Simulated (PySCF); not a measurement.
H2BN, quintet, geometry from GFN2-xTB of the parent state (a higher spin typed on purpose: for a closed-shell molecule this is an excited state); MP2/pcseg-1 (PySCF).

PySCF was given this input:
```python
from pyscf import gto, scf, mp

mol = gto.M(
    atom='''
B     0.69743449    0.01758553    0.01585591
N    -0.54198802   -0.01075454   -0.01043728
H     1.83680038    0.04037551    0.03791482
H    -1.53005672   -0.05302143   -0.04413341
''',
    basis='pcseg-1',
    spin=4,
    verbose=4,
)

mf = scf.UHF(mol)
mf.kernel()

pt = mp.MP2(mf)
pt.kernel()
print('E(MP2) = %.10f' % pt.e_tot)
mf.analyze()
```

Q: Predict the main parts of the log of this PySCF run.

A: 
```
PySCF version 2.14.0

[INPUT] verbose = 4
[INPUT] num. atoms = 4
[INPUT] num. electrons = 14
[INPUT] charge = 0
[INPUT] spin (= nelec alpha-beta = 2S) = 4
[INPUT] symmetry False subgroup None
[INPUT] Mole.unit = angstrom
[INPUT] Symbol           X                Y                Z      unit          X                Y                Z       unit  Magmom
[...]
nuclear repulsion = 23.9012542533369
number of shells = 10
number of NR pGTOs = 64
number of NR cGTOs = 38
basis = pcseg-1
ecp = {}

******** <class 'pyscf.scf.uhf.UHF'> ********
method = UHF
initial guess = minao
damping factor = 0
level_shift factor = 0
DIIS = <class 'pyscf.scf.diis.CDIIS'>
diis_start_cycle = 1
diis_space = 8
diis_damp = 0
SCF conv_tol = 1e-09
SCF conv_tol_grad = None
SCF max_cycles = 50
direct_scf = True
direct_scf_tol = 1e-13
number electrons alpha = 9  beta = 5
Set gradient conv threshold to 3.16228e-05
init E= -80.356778615802

cycle= 1 E= -79.7134893271163  delta_E= 0.643  |g|= 0.426  |ddm|= 2.11

cycle= 2 E= -79.8261190745495  delta_E= -0.113  |g|= 0.145  |ddm|= 0.715
cycle= 3 E= -79.8374341164527  delta_E= -0.0113  |g|= 0.0442  |ddm|= 0.133
cycle= 4 E= -79.8403174138858  delta_E= -0.00288  |g|= 0.0189  |ddm|= 0.108
cycle= 5 E= -79.8410448366094  delta_E= -0.000727  |g|= 0.0057  |ddm|= 0.0666
cycle= 6 E= -79.8411133773969  delta_E= -6.85e-05  |g|= 0.00156  |ddm|= 0.0226
cycle= 7 E= -79.8411189837501  delta_E= -5.61e-06  |g|= 0.000564  |ddm|= 0.00785
cycle= 8 E= -79.8411201848724  delta_E= -1.2e-06  |g|= 0.000326  |ddm|= 0.0044
cycle= 9 E= -79.841120949182  delta_E= -7.64e-07  |g|= 0.000187  |ddm|= 0.00479
cycle= 10 E= -79.8411213136071  delta_E= -3.64e-07  |g|= 7.6e-05  |ddm|= 0.00475
cycle= 11 E= -79.8411213576076  delta_E= -4.4e-08  |g|= 2.73e-05  |ddm|= 0.00175
cycle= 12 E= -79.841121360695  delta_E= -3.09e-09  |g|= 6.13e-06  |ddm|= 0.000454
cycle= 13 E= -79.8411213607661  delta_E= -7.11e-11  |g|= 2.22e-06  |ddm|= 4.95e-05
Extra cycle  E= -79.8411213607731  delta_E= -6.99e-12  |g|= 1.25e-06  |ddm|= 3.26e-06
converged SCF energy = -79.8411213607731  <S^2> = 6.0699478  2S+1 = 5.0279013

******** <class 'pyscf.mp.ump2.UMP2'> ********
nocc = (np.int64(9), np.int64(5)), nmo = (38, 38)
E(UMP2) = -80.0021797964251  E_corr = -0.161058435652001
E(SCS-UMP2) = -79.9966950095022  E_corr = -0.155573648729117
E_corr(same-spin) = -0.0434959315999431
E_corr(oppo-spin) = -0.117562504052058
E(MP2) = -80.0021797964
**** SCF Summaries ****
Total Energy =                         -79.841121360773116
Nuclear Repulsion Energy =              23.901254253336937
One-electron Energy =                 -153.507307174061992
Two-electron Energy =                   49.764931559951947
Two-electron Coulomb Energy =           61.062088123233124
DFT Exchange-Correlation Energy =      -11.297156563281177
**** MO energy ****
                             alpha | beta                alpha | beta
[...]
To work with the spin densities directly, `use mulliken_meta_spin()` only printing them here.

 ** Mulliken spin pop alpha/beta on meta-lowdin orthogonal AOs **
 ** Mulliken Spin Density (per AO)  **
spin_pop of  0 B 1s       -0.00002
spin_pop of  0 B 2s        0.17628
spin_pop of  0 B 3s       -0.00158
spin_pop of  0 B 2px      -0.02082
spin_pop of  0 B 2py       0.95610
spin_pop of  0 B 2pz       0.95636
spin_pop of  0 B 3px      -0.00302
spin_pop of  0 B 3py       0.05085
spin_pop of  0 B 3pz       0.05088
spin_pop of  0 B 3dxy      0.00086
spin_pop of  0 B 3dyz      0.00000
spin_pop of  0 B 3dz^2    -0.00034
spin_pop of  0 B 3dxz      0.00086
spin_pop of  0 B 3dx2-y2   -0.00102
spin_pop of  1 N 1s       -0.00001
spin_pop of  1 N 2s        0.09519
spin_pop of  1 N 3s       -0.00047
spin_pop of  1 N 2px       0.04158
spin_pop of  1 N 2py       0.98263
spin_pop of  1 N 2pz       0.98309
spin_pop of  1 N 3px      -0.00082
spin_pop of  1 N 3py       0.00456
spin_pop of  1 N 3pz       0.00457
spin_pop of  1 N 3dxy      0.00083
spin_pop of  1 N 3dyz      0.00000
spin_pop of  1 N 3dz^2    -0.00112
spin_pop of  1 N 3dxz      0.00083
spin_pop of  1 N 3dx2-y2   -0.00335
spin_pop of  2 H 1s       -0.17397
spin_pop of  2 H 2s        0.00017
spin_pop of  2 H 2px      -0.00065
spin_pop of  2 H 2py       0.00046
spin_pop of  2 H 2pz       0.00046
spin_pop of  3 H 1s       -0.09863
spin_pop of  3 H 2s       -0.00303
spin_pop of  3 H 2px      -0.00050
spin_pop of  3 H 2py       0.00140
spin_pop of  3 H 2pz       0.00140
 ** Mulliken Spin Density (per atom)  **
spin density of  0 B =      2.16539
spin density of  1 N =      2.10752
spin density of  2 H =     -0.17353
spin density of  3 H =     -0.09937
 ** Mulliken pop alpha/beta on meta-lowdin orthogonal AOs **
 ** Mulliken pop       alpha | beta **
[...]
In total             9.00000 | 5.00000
 ** Mulliken atomic charges   ( Nelec_alpha | Nelec_beta ) **
charge of  0B =     -0.71261  (     3.93900      1.77361 )
charge of  1N =      0.31145  (     4.39803      2.29052 )
charge of  2H =      0.08997  (     0.36825      0.54178 )
charge of  3H =      0.31119  (     0.29472      0.39409 )
Dipole moment(X, Y, Z, Debye): -6.76476, -0.21191, -0.18055
```
